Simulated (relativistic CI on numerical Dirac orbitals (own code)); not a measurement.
## Sb11+: computed level list

Computed by Dirac-Coulomb-Breit CI, KLI orbitals optimised for each configuration, model QED (radiative potential, 1s self-energy scaled to tabulated hydrogen-like ionisation energies), unscaled Slater integrals (own radial code, finite nucleus).

CI space (outside the closed core [Ar] 3d10): 4s²4p⁶4d⁴, 4s²4p⁵4d⁵, 4s²4p⁶4d³4f, 4s²4p⁶4d³5s, 4s4p⁶4d⁵, 4s²4p⁶4d³5p, 4s²4p⁵4d⁴4f, 4s²4p⁶4d²4f5s, 4s²4p⁶4d³5d, 4s²4p⁶4d²5s5p, 4s4p⁶4d⁴4f, 4s²4p⁶4d³6s, 4s²4p⁶4d³5f, 4s²4p⁵4d⁴5s, 4s²4p⁶4d³6p, 4s²4p⁶4d³5g, 4s²4p⁶4d³6d, 4s²4p⁶4d³7s, 4s²4p⁶4d³6f, 4s²4p⁶4d³7p, 4s4p⁶4d⁴5s, 4s4p⁶4d³5s5p, 4s²4p⁶4d²5s², 4s²4p⁶4d4f5s², 4s²4p⁶4d5s²5p, 4s²4p⁵4d²4f5s², 4p⁶4d⁶, 4p⁵4d⁷, 4p⁵4d⁶4f. Double excitations out of closed p, d and f shells are left out; levels of such configurations are missing from the list, as are those of other unlisted configurations, and high levels can miss mixing partners. These lack a partner that the ground configuration has and come out too high: 4s²4p⁵4d⁴5s.

The lowest level is 4s²4p⁶4d⁴ ⁵D0, with 85 % of that term; Hund's rules for 4s²4p⁶4d⁴ give ⁵D with J = 0, in agreement.

```csv
No.,Configuration,Term,J,E (eV),%,Landé g,jj configuration (%)
1,4s²4p⁶4d⁴,⁵D,0,0.0000,85,,4d3/2^4 (51)
2,4s²4p⁶4d⁴,⁵D,1,0.3936,92,1.498,4d3/2^3 4d5/2 (71)
3,4s²4p⁶4d⁴,⁵D,2,0.8796,95,1.492,4d3/2^2 4d5/2^2 (63)
4,4s²4p⁶4d⁴,⁵D,3,1.3729,94,1.485,4d3/2^2 4d5/2^2 (51)
5,4s²4p⁶4d⁴,⁵D,4,1.8503,89,1.473,4d3/2^2 4d5/2^2 (40)
6,4s²4p⁶4d⁴,³H,4,4.1129,67,0.894,4d3/2^3 4d5/2 (61)
7,4s²4p⁶4d⁴,³P,0,4.2317,73,,4d3/2^2 4d5/2^2 (46)
8,4s²4p⁶4d⁴,³H,5,4.8343,81,1.062,4d3/2^2 4d5/2^2 (94)
9,4s²4p⁶4d⁴,³G,3,5.0460,66,0.864,4d3/2^2 4d5/2^2 (54)
10,4s²4p⁶4d⁴,³H,6,5.2291,82,1.139,4d3/2^2 4d5/2^2 (78)
11,4s²4p⁶4d⁴,³P,1,5.4680,85,1.410,4d3/2^2 4d5/2^2 (56)
12,4s²4p⁶4d⁴,³F,2,5.4778,83,0.731,4d3/2^2 4d5/2^2 (51)
13,4s²4p⁶4d⁴,³G,4,5.7778,41,1.072,4d3/2^2 4d5/2^2 (47)
14,4s²4p⁶4d⁴,³F,4,6.3182,34,1.114,4d3/2^2 4d5/2^2 (72)
15,4s²4p⁶4d⁴,³P,2,6.5064,49,1.310,4d3/2^2 4d5/2^2 (70)
16,4s²4p⁶4d⁴,³F,3,6.5628,69,1.007,4d3/2 4d5/2^3 (63)
17,4s²4p⁶4d⁴,³G,5,6.9141,81,1.170,4d3/2 4d5/2^3 (94)
18,4s²4p⁶4d⁴,³D,3,7.1001,84,1.288,4d3/2^2 4d5/2^2 (38)
19,4s²4p⁶4d⁴,¹I,6,7.4086,82,1.026,4d3/2 4d5/2^3 (78)
20,4s²4p⁶4d⁴,³D,1,7.7833,88,0.596,4d3/2 4d5/2^3 (70)
21,4s²4p⁶4d⁴,³P,2,7.8059,41,1.255,4d3/2 4d5/2^3 (53)
22,4s²4p⁶4d⁴,¹G,4,8.6288,61,1.049,4d5/2^4 (49)
23,4s²4p⁶4d⁴,¹S,0,9.1939,82,,4d3/2 4d5/2^3 (75)
24,4s²4p⁶4d⁴,¹D,2,9.7195,59,1.070,4d3/2^2 4d5/2^2 (55)
25,4s²4p⁶4d⁴,¹F,3,10.0254,78,1.028,4d3/2 4d5/2^3 (67)
26,4s²4p⁶4d⁴,³P,2,11.5718,79,1.366,4d3/2^2 4d5/2^2 (50)
27,4s²4p⁶4d⁴,³F,4,11.9375,86,1.219,4d3/2^2 4d5/2^2 (67)
28,4s²4p⁶4d⁴,³F,2,12.0999,79,0.772,4d3/2^2 4d5/2^2 (45)
29,4s²4p⁶4d⁴,³F,3,12.3177,86,1.075,4d3/2 4d5/2^3 (90)
30,4s²4p⁶4d⁴,³P,1,12.6028,97,1.494,4d3/2 4d5/2^3 (88)
31,4s²4p⁶4d⁴,³P,0,13.1405,93,,4d5/2^4 (55)
32,4s²4p⁶4d⁴,¹G,4,13.4560,87,1.024,4d3/2 4d5/2^3 (77)
33,4s²4p⁶4d⁴,¹D,2,17.0259,96,0.999,4d3/2^2 4d5/2^2 (49)
34,4s²4p⁶4d⁴,¹S,0,22.5547,96,,4d3/2^2 4d5/2^2 (57)
35,4s²4p⁵4d⁵,⁷P°,4,67.5435,96,1.740,4p3/2^3 4d3/2^2 4d5/2^3 (39)
36,4s²4p⁵4d⁵,⁷P°,3,70.0486,78,1.860,4p3/2^3 4d3/2^2 4d5/2^3 (36)
37,4s²4p⁵4d⁵,⁵P°,2,71.9667,48,2.006,4p3/2^3 4d3/2^3 4d5/2^2 (29)
38,4s²4p⁵4d⁵,⁵D°,4,73.0882,55,1.435,4p3/2^3 4d5/2 (35)
39,4s²4p⁵4d⁵,⁵P°,1,73.2200,90,2.420,4p3/2^3 4d3/2^2 4d5/2^3 (42)
40,4s²4p⁵4d⁵,⁵G°,6,73.4599,76,1.302,4p3/2^3 4d3/2^2 4d5/2^3 (45)
41,4s²4p⁵4d⁵,⁵D°,3,73.7091,35,1.331,4p3/2^3 4d3/2^3 4d5/2^2 (55)
42,4s²4p⁵4d⁵,⁵G°,5,73.7306,60,1.266,4p3/2^3 4d3/2^3 4d5/2^2 (62)
43,4s²4p⁵4d⁵,⁵G°,4,74.0235,64,1.155,4p3/2^3 4d3/2^3 4d5/2^2 (39)
44,4s²4p⁵4d⁵,⁵F°,2,74.0417,42,0.972,4p3/2^3 4d3/2^3 4d5/2^2 (31)
45,4s²4p⁵4d⁵,⁵F°,5,74.1293,68,1.362,4p3/2^3 4d3/2^2 4d5/2^3 (62)
46,4s²4p⁵4d⁵,⁵F°,1,74.1937,63,0.103,4p3/2^3 4d3/2^2 4d5/2^3 (22)
47,4s²4p⁵4d⁵,⁵G°,3,74.3713,51,1.070,4p3/2^3 4d3/2^3 4d5/2^2 (40)
48,4s²4p⁵4d⁵,⁵G°,2,74.5975,28,1.052,4p3/2^3 4d3/2^3 4d5/2^2 (51)
49,4s²4p⁶4d³5s,⁵F,1,74.8038,93,0.034,4d3/2^3 5s (57)
50,4s²4p⁵4d⁵,⁵F°,4,74.9362,43,1.350,4p3/2^3 4d3/2^2 4d5/2^3 (30)
51,4s²4p⁵4d⁵,⁵F°,2,75.0307,24,1.232,4p3/2^3 4d3/2^2 4d5/2^3 (42)
52,4s²4p⁵4d⁵,⁵H°,7,75.0628,92,1.278,4p3/2^3 4d3/2^2 4d5/2^3 (43)
53,4s²4p⁵4d⁵,⁵F°,3,75.1177,36,1.291,4p3/2^3 4d3/2^2 4d5/2^3 (44)
54,4s²4p⁶4d³5s,⁵F,2,75.1780,90,0.996,4d3/2^2 4d5/2 5s (49)
55,4s²4p⁵4d⁵,⁵D°,1,75.4004,63,1.411,4p3/2^3 4d3/2^2 4d5/2^3 (30)
56,4s²4p⁵4d⁵,⁵S°,2,75.4393,39,1.622,4p3/2^3 4d3/2^2 4d5/2^3 (38)
57,4s²4p⁵4d⁵,⁵D°,0,75.5083,66,,4p3/2^3 4d3/2^3 4d5/2^2 (30)
58,4s²4p⁶4d³5s,⁵F,3,75.8016,94,1.244,4d3/2^2 4d5/2 5s (76)
59,4s²4p⁵4d⁵,⁷P°,2,76.0137,42,1.857,4p3/2^3 4d3/2^2 4d5/2^3 (21)
60,4s²4p⁵4d⁵,³F°,4,76.1520,49,1.151,4p3/2^3 4d3/2^3 4d5/2^2 (52)
61,4s²4p⁵4d⁵,⁵P°,3,76.2587,53,1.626,4p3/2^3 4d3/2 4d5/2^4 (22)
62,4s²4p⁶4d³5s,⁵F,4,76.4892,94,1.336,4d3/2 4d5/2^2 5s (62)
63,4s²4p⁵4d⁵,⁵H°,6,76.5858,53,1.206,4p3/2^3 4d3/2^2 4d5/2^3 (56)
64,4s²4p⁵4d⁵,³F°,4,76.9347,29,1.064,4p3/2^3 4d3/2^3 4d5/2^2 (37)
65,4s²4p⁶4d³5s,³F,2,77.0334,85,0.732,4d3/2^2 4d5/2 5s (57)
66,4s²4p⁵4d⁵,³H°,5,77.0866,43,1.067,4p3/2^3 4d3/2^2 4d5/2^3 (41)
67,4s²4p⁵4d⁵,³F°,3,77.1355,31,1.236,4p3/2^3 4d3/2^2 4d5/2^3 (45)
68,4s²4p⁶4d³5s,⁵F,5,77.1430,87,1.373,4d3/2 4d5/2^2 5s (49)
69,4s²4p⁵4d⁵,³P°,1,77.2601,49,1.181,4p3/2^3 4d3/2^2 4d5/2^3 (46)
70,4s²4p⁵4d⁵,³G°,5,77.3016,28,1.189,4p3/2^3 4d3/2^3 4d5/2^2 (42)
```

Energies count from the lowest computed level; ° marks odd parity. Filled j subshells are mostly left out of the jj labels.

The mean weight of the leading LS term, summed over parents, in these 70 levels is 68 %, and that of the leading jj configuration (from the same eigenvectors) 53 %, so LS coupling describes them better.

At this charge energies of transitions that change n are usually good to better than 1 %, and those within a shell (Δn = 0) to a few per cent. Terms inside the open d or f shell come out 10 to 20 % too wide with unscaled integrals. Levels and lines within the n = 5 or 6 shells can be off by up to 10 % or somewhat more, and those that change n by about 2 %, since core polarisation is missing.

Landé's interval rule says that E(J) − E(J−1) = AJ with one A. For the ground term the intervals give A = 3174.7, 1959.8, 1326.4, 962.7 cm⁻¹ for J = 1, 2, 3, 4; the multiplet is regular.

LS names give the leading component of a level, which can be under half, so a name can repeat, a term be missing and a line seem to break the LS rules.
